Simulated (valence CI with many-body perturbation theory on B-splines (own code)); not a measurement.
# Dy⁵¹⁺: electric-dipole lines

Calculated by configuration interaction combined with many-body perturbation theory (CI+MBPT): five valence electrons over a frozen Dirac-Fock core [Ne], a basis of 11 s, 11 p, 10 d, 8 f, 5 g, 2 h functions for each j, with the one-electron correlation potential Σ1, the two-electron term Σ2, the three-electron term Σ3, Breit, model QED; selected CI, second order for the rest, scaled by the run's own slope (own B-spline code, finite nucleus).

The last digits are not significant, and no measured levels were compared; by estimate large intervals hold to a few tenths of a per cent, small ones and those within an open d or f shell to about a per cent. Among the levels kept, up to 3200 cm⁻¹ of a level comes from second order outside the variational space, and about a tenth of that is noise between levels of different J, which matters for small intervals.

Lines 51 to 100 of 572 in falling wavelength, among levels below 941.28 eV, chosen from the strongest by gf and those to the six lowest levels. Wavelengths and rates use the calculated energies. Electric multipoles are in the length gauge with retardation, E1 and E2 with the static RPA response of the core. Weak lines are less certain than strong ones. Lines between different terms over intervals too small for the method are left out, as are lines whose strength nearly cancels. The highest levels of a list are the least certain.

Levels are named by their leading jj configuration (3d3/2^4 stands for four electrons in 3d with j = 3/2), which in mixed levels can hold well under half, so a name can repeat and another be missing. Letters in brackets count levels of one name in rising energy.

```csv
λ vac (nm),Upper,Lower,A (s⁻¹),S (a.u.) with core polarisation,S without
8.038,(3s 3p1/2^2 3d3/2 3d5/2) J=5/2 [b],(3s^2 3p1/2 3d3/2 3d5/2) J=3/2 [a],7.81e+09,1.20e-02,1.22e-02
8.024,(3s 3p1/2 3p3/2^2 3d3/2) J=7/2 [c],(3s^2 3p3/2^2 3d3/2) J=7/2,9.00e+09,1.84e-02,1.87e-02
7.977,(3s 3p1/2^2 3d5/2^2) J=3/2,(3s^2 3p1/2 3d5/2^2) J=5/2,2.65e+10,2.65e-02,2.70e-02
7.917,(3s 3p1/2^2 3d3/2 3d5/2) J=7/2 [b],(3s^2 3p1/2 3d3/2 3d5/2) J=9/2,2.65e+10,5.20e-02,5.29e-02
7.877,(3s 3p1/2^2 3d5/2^2) J=7/2,(3s^2 3p1/2 3d5/2^2) J=9/2,2.83e+10,5.46e-02,5.55e-02
7.865,(3p1/2^2 3p3/2^2 3d3/2) J=3/2 [b],(3s 3p1/2 3p3/2^2 3d3/2) J=5/2 [d],1.59e+10,1.53e-02,1.56e-02
7.847,(3s 3p1/2 3p3/2^2 3d5/2) J=3/2 [c],(3s^2 3p3/2^2 3d5/2) J=5/2 [a],1.37e+10,1.31e-02,1.33e-02
7.812,(3s 3p1/2^2 3d5/2^2) J=7/2,(3s^2 3p1/2 3d5/2^2) J=7/2,1.03e+10,1.94e-02,1.97e-02
7.786,(3s 3p1/2^2 3p3/2 3d5/2) J=5/2 [b],(3s^2 3p1/2 3p3/2 3d5/2) J=5/2 [b],1.00e+10,1.40e-02,1.42e-02
7.775,(3s 3p1/2 3p3/2^2 3d5/2) J=5/2 [f],(3s^2 3p3/2^2 3d5/2) J=5/2 [b],1.45e+10,2.02e-02,2.05e-02
7.770,(3s 3p1/2^2 3p3/2 3d5/2) J=5/2 [b],(3s^2 3p1/2 3p3/2 3d5/2) J=7/2 [b],2.59e+10,3.60e-02,3.66e-02
7.673,(3s 3p1/2 3p3/2^2 3d5/2) J=3/2 [e],(3s^2 3p3/2^2 3d5/2) J=5/2 [b],1.84e+10,1.64e-02,1.67e-02
7.664,(3s 3p1/2^2 3p3/2^2) J=3/2,(3s^2 3p1/2 3p3/2^2) J=5/2,2.56e+10,2.28e-02,2.32e-02
7.653,(3s 3p1/2 3p3/2^2 3d5/2) J=7/2 [b],(3s^2 3p3/2^2 3d5/2) J=7/2,1.30e+10,2.30e-02,2.34e-02
7.601,(3s 3p1/2^2 3d3/2 3d5/2) J=5/2 [b],(3s^2 3p1/2 3d3/2 3d5/2) J=7/2 [a],1.32e+10,1.71e-02,1.74e-02
7.576,(3p1/2^2 3p3/2^2 3d3/2) J=3/2 [b],(3s 3p1/2 3p3/2^2 3d3/2) J=5/2 [c],2.16e+10,1.85e-02,1.88e-02
7.548,(3s 3p1/2^2 3d3/2 3d5/2) J=3/2 [b],(3s^2 3p1/2 3d3/2 3d5/2) J=5/2 [a],1.35e+10,1.15e-02,1.17e-02
7.423,(3s 3p1/2 3p3/2^3) J=3/2 [b],(3s^2 3p3/2^3) J=3/2,1.70e+10,1.37e-02,1.40e-02
7.411,(3s 3p1/2^2 3p3/2 3d3/2) J=3/2 [b],(3s^2 3p1/2 3p3/2 3d3/2) J=5/2 [a],1.73e+10,1.39e-02,1.41e-02
7.404,(3s 3p1/2 3p3/2 3d3/2^2) J=5/2,(3s 3p1/2 3p3/2^2 3d3/2) J=7/2 [b],1.04e+10,1.26e-02,1.28e-02
7.363,(3s 3p1/2^2 3p3/2 3d3/2) J=5/2 [b],(3s^2 3p1/2 3p3/2 3d3/2) J=7/2,3.34e+10,3.95e-02,4.02e-02
7.358,(3s 3p1/2^2 3d3/2^2) J=3/2,(3s 3p1/2^2 3p3/2 3d3/2) J=5/2 [b],1.84e+10,1.45e-02,1.47e-02
7.339,(3s 3p1/2^2 3p3/2 3d5/2) J=7/2 [b],(3s^2 3p1/2 3p3/2 3d5/2) J=9/2,2.80e+10,4.37e-02,4.44e-02
7.326,(3s 3p1/2 3p3/2^2 3d5/2) J=7/2 [c],(3s^2 3p3/2^2 3d5/2) J=9/2,2.12e+10,3.29e-02,3.35e-02
7.279,(3s 3p1/2 3p3/2^2 3d3/2) J=5/2 [e],(3s^2 3p3/2^2 3d3/2) J=7/2,1.82e+10,2.08e-02,2.11e-02
7.232,(3s 3p1/2 3p3/2^2 3d5/2) J=9/2 [c],(3s^2 3p3/2^2 3d5/2) J=9/2,2.05e+10,3.83e-02,3.89e-02
7.200,(3s 3p1/2^2 3p3/2^2) J=3/2,(3s^2 3p1/2 3p3/2^2) J=3/2,1.10e+10,8.11e-03,8.25e-03
7.134,(3p1/2^2 3p3/2^2 3d3/2) J=7/2,(3s 3p1/2 3p3/2^2 3d3/2) J=9/2,4.76e+10,6.83e-02,6.95e-02
7.133,(3p1/2^2 3p3/2^3) J=3/2,(3s 3p1/2 3p3/2^3) J=5/2,4.23e+10,3.03e-02,3.08e-02
7.081,(3s 3p1/2 3p3/2^2 3d5/2) J=5/2 [c],(3s^2 3p3/2^2 3d5/2) J=7/2,1.05e+10,1.11e-02,1.12e-02
7.080,(3s^2 3p1/2 3p3/2 3d3/2) J=3/2 [a],(3s^2 3p1/2 3p3/2^2) J=1/2,1.36e+09,9.51e-04,9.65e-04
7.075,(3s^2 3p1/2 3p3/2 3d3/2) J=1/2 [a],(3s^2 3p1/2 3p3/2^2) J=1/2,1.50e+09,5.23e-04,5.31e-04
7.039,(3p1/2^2 3p3/2^2 3d3/2) J=3/2 [a],(3s 3p1/2 3p3/2^2 3d3/2) J=5/2 [a],2.19e+10,1.51e-02,1.53e-02
7.005,(3s 3p1/2 3p3/2^2 3d3/2) J=3/2 [f],(3s^2 3p3/2^2 3d3/2) J=5/2,1.62e+10,1.10e-02,1.12e-02
6.950,(3p1/2^2 3p3/2^2 3d3/2) J=5/2,(3s 3p1/2 3p3/2^2 3d3/2) J=7/2 [a],4.15e+10,4.12e-02,4.19e-02
6.886,(3s 3p1/2^2 3p3/2 3d3/2) J=1/2 [b],(3s^2 3p1/2 3p3/2 3d3/2) J=3/2 [a],3.27e+10,1.05e-02,1.07e-02
6.880,(3s 3p1/2^2 3p3/2 3d5/2) J=7/2 [b],(3s^2 3p1/2 3p3/2 3d5/2) J=7/2 [a],1.32e+10,1.69e-02,1.72e-02
6.797,(3s 3p1/2 3p3/2 3d3/2^2) J=7/2,(3s 3p1/2 3p3/2^2 3d3/2) J=9/2,1.34e+10,1.67e-02,1.69e-02
6.671,(3s^2 3p1/2 3p3/2 3d3/2) J=5/2 [a],(3s^2 3p1/2 3p3/2^2) J=5/2,3.77e+09,3.32e-03,3.37e-03
6.585,(3s^2 3p1/2 3p3/2 3d3/2) J=3/2 [a],(3s^2 3p1/2 3p3/2^2) J=5/2,9.75e+09,5.50e-03,5.58e-03
6.464,(3p1/2^2 3p3/2^2 3d3/2) J=1/2,(3p1/2^2 3p3/2^3) J=3/2,4.22e+10,1.12e-02,1.14e-02
6.311,(3s^2 3p1/2 3p3/2 3d3/2) J=7/2,(3s^2 3p1/2 3p3/2^2) J=5/2,3.59e+08,3.57e-04,3.63e-04
6.261,(3s^2 3p1/2^2 3d3/2) J=3/2,(3s^2 3p1/2^2 3p3/2) J=3/2,8.23e+09,3.99e-03,4.05e-03
6.239,(3s^2 3p1/2 3p3/2 3d3/2) J=3/2 [a],(3s^2 3p1/2 3p3/2^2) J=3/2,7.47e+08,3.58e-04,3.63e-04
6.235,(3s^2 3p1/2 3p3/2 3d3/2) J=1/2 [a],(3s^2 3p1/2 3p3/2^2) J=3/2,2.97e+09,7.11e-04,7.21e-04
6.202,(3s 3p1/2^2 3d3/2 3d5/2) J=7/2 [b],(3s 3p1/2^2 3p3/2 3d5/2) J=7/2 [b],1.02e+10,9.60e-03,9.75e-03
5.842,(3s^2 3p1/2 3d3/2 3d5/2) J=9/2,(3s^2 3p1/2 3p3/2 3d5/2) J=9/2,1.30e+10,1.28e-02,1.30e-02
5.774,(3s 3p1/2^2 3d3/2 3d5/2) J=7/2 [b],(3s 3p1/2^2 3p3/2 3d5/2) J=7/2 [a],1.53e+10,1.17e-02,1.18e-02
5.728,(3s^2 3p1/2 3p3/2 3d3/2) J=3/2 [b],(3s^2 3p1/2 3p3/2^2) J=1/2,3.94e+08,1.46e-04,1.49e-04
5.726,(3s^2 3p1/2 3p3/2 3d3/2) J=1/2 [b],(3s^2 3p1/2 3p3/2^2) J=1/2,3.46e+08,6.41e-05,6.58e-05
```
